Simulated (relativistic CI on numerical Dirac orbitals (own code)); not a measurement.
## Energy levels of Sn5+

These numbers are calculated, not measured: Dirac-Coulomb-Breit CI, orbitals from a KLI potential per configuration, model QED, valence Slater integrals scaled by 0.9, configuration energies shifted to the measured levels that pair with them (semi-empirical) (own radial code, finite nucleus).

Configuration list (outside the closed core [Ar] 3d10): 4s²4p⁶4d⁹, 4s²4p⁶4d⁸5s, 4s²4p⁶4d⁸5p, 4s²4p⁶4d⁸5d, 4s²4p⁶4d⁸4f, 4s²4p⁵4d¹⁰, 4s²4p⁶4d⁷4f², 4s²4p⁶4d⁸6s, 4s²4p⁶4d⁷5s², 4s²4p⁶4d⁸6p, 4s²4p⁶4d⁸5f, 4s²4p⁶4d⁸6d, 4s²4p⁶4d⁷5s5p, 4s4p⁶4d¹⁰, 4s²4p⁶4d⁸5g, 4s²4p⁶4d⁸6f, 4s²4p⁵4d⁹4f, 4s²4p⁶4d⁷5p², 4s²4p⁶4d⁷5s5d, 4s²4p⁶4d⁷4f5s, 4s²4p⁶4d⁷5p5d, 4s²4p⁵4d⁹5s, 4s²4p⁶4d⁷4f5p, 4s4p⁶4d⁹4f. Levels of other configurations are missing.

```
No.  Configuration  Term     J   E (eV)   %  Next component (%)  Landé g
 41    4s²4p⁶4d⁸5p   ²F°   7/2  41.3316  65              19 ²G°    1.113
 42    4s²4p⁶4d⁸5p   ²P°   1/2  41.4213  74              11 ⁴D°    0.851
 43    4s²4p⁶4d⁸5p   ²H°   9/2  41.4220  92               7 ²G°    0.924
 44    4s²4p⁶4d⁸5p   ²D°   3/2  41.4697  47              30 ²P°    1.080
 45    4s²4p⁶4d⁸5p   ²D°   5/2  41.6645  53              26 ²F°    1.137
 46    4s²4p⁶4d⁸5p   ⁴D°   1/2  41.6975  82              13 ²P°    0.160
 47    4s²4p⁶4d⁸5p   ⁴D°   3/2  41.7666  51              33 ²D°    1.101
 48    4s²4p⁶4d⁸5p   ⁴D°   7/2  41.8042  54              39 ²F°    1.286
 49    4s²4p⁶4d⁸5p   ²P°   3/2  42.0843  62              21 ²D°    1.216
 50    4s²4p⁶4d⁸5p   ²F°   5/2  42.1061  34              29 ²D°    1.157
 51    4s²4p⁶4d⁸5p   ²P°   3/2  42.3950  55              29 ²D°    1.173
 52    4s²4p⁶4d⁸5p   ²H°  11/2  42.4454  98               2 ⁴G°    1.093
 53    4s²4p⁶4d⁸5p   ⁴D°   5/2  42.5893  48              37 ²D°    1.237
 54    4s²4p⁶4d⁸5p   ²D°   3/2  42.7913  73              17 ⁴D°    0.914
 55    4s²4p⁶4d⁸5p   ²F°   7/2  42.8891  56              32 ⁴D°    1.209
 56    4s²4p⁶4d⁸5p   ²S°   1/2  42.9191  64              23 ²P°    1.538
 57    4s²4p⁶4d⁸5p   ²F°   5/2  43.0029  69              26 ²D°    0.956
 58    4s²4p⁶4d⁸5p   ⁴S°   3/2  43.2176  87               7 ²P°    1.918
 59    4s²4p⁶4d⁸5p   ²P°   1/2  43.4476  69              25 ²S°    0.977
 60    4s²4p⁶4d⁸5p   ²G°   7/2  43.5960  87              11 ²F°    0.921
 61    4s²4p⁶4d⁸5p   ²G°   9/2  43.7316  93               6 ²H°    1.101
 62    4s²4p⁶4d⁸5p   ²P°   1/2  46.5240  95               3 ⁴D°    0.670
 63    4s²4p⁶4d⁸5p   ²P°   3/2  47.6154  94               2 ²D°    1.334
 64    4s²4p⁶4d⁸5d    ⁴D   7/2  54.6812  84               14 ⁴F    1.394
 65    4s²4p⁶4d⁸5d    ⁴D   5/2  54.7073  45               45 ⁴P    1.451
 66    4s²4p⁶4d⁸5d    ²H  11/2  54.8580  47               42 ⁴H    1.122
 67    4s²4p⁶4d⁸5d    ⁴H  13/2  54.9172  98                2 ²I    1.228
 68    4s²4p⁶4d⁸5d    ⁴G   9/2  55.0218  40               35 ⁴F    1.198
 69    4s²4p⁶4d⁸5d    ²P   3/2  55.0427  41               30 ⁴D    1.295
 70    4s²4p⁶4d⁸5d    ⁴G  11/2  55.1172  76               22 ²H    1.230
 71    4s²4p⁶4d⁸5d    ²F   7/2  55.1747  56               18 ⁴F    1.127
 72    4s²4p⁶4d⁸5d    ⁴F   9/2  55.2873  47               37 ²G    1.194
 73    4s²4p⁶4d⁸5d    ⁴P   5/2  55.3744  46               23 ⁴D    1.376
 74    4s²4p⁶4d⁸5d    ²P   3/2  55.6733  49               44 ⁴D    1.252
 75    4s²4p⁶4d⁸5d    ⁴D   1/2  55.7553  81               10 ⁴P    0.333
 76    4s²4p⁶4d⁸5d    ⁴H   9/2  55.8083  62               21 ²G    0.997
 77    4s²4p⁶4d⁸5d    ⁴H   7/2  55.8696  41               33 ⁴G    0.882
 78    4s²4p⁶4d⁸5d    ⁴H  11/2  55.9358  56               30 ²H    1.138
 79    4s²4p⁶4d⁸5d    ⁴F   5/2  55.9536  33               29 ⁴G    0.939
 80    4s²4p⁶4d⁸5d    ⁴P   3/2  55.9997  48               35 ²D    1.248
 81    4s²4p⁶4d⁸5d    ⁴F   7/2  56.0227  32               23 ⁴H    1.053
 82    4s²4p⁶4d⁸5d    ²F   5/2  56.0628  49               18 ⁴G    0.938
 83    4s²4p⁶4d⁸5d    ⁴F   3/2  56.0904  38               28 ⁴P    0.991
 84    4s²4p⁶4d⁸5d    ⁴G   9/2  56.0947  36               32 ²H    1.091
 85    4s²4p⁶4d⁸5d    ⁴F   5/2  56.1607  33               24 ²D    0.937
```

Energies count from the lowest computed level; ° marks odd parity.

The mean weight of the leading LS term, summed over parents, in these 45 levels is 61 %, and that of the leading jj configuration (from the same eigenvectors) 62 %.

Configurations whose levels could be paired with our table of measured levels were shifted onto them, all but the ground configuration, by the median error of their levels; single terms can still be off by 1,000 to 2,000 cm⁻¹ or more, and rates follow the energies as ν³ (E1, M1) or ν⁵ (E2). The others borrow a shift and can be off by several thousand cm⁻¹ or more. 35 of the 69 excited levels that our extract of the measured tables holds in this range could be paired (the sources list more); they are missed by 709 cm⁻¹ on average and 1508 at most, after the shifts were fitted to these levels, and levels without a partner can miss by more.

LS names give the leading component of a level, which can be under half, so a name can repeat, a term be missing and a line seem to break the LS rules.
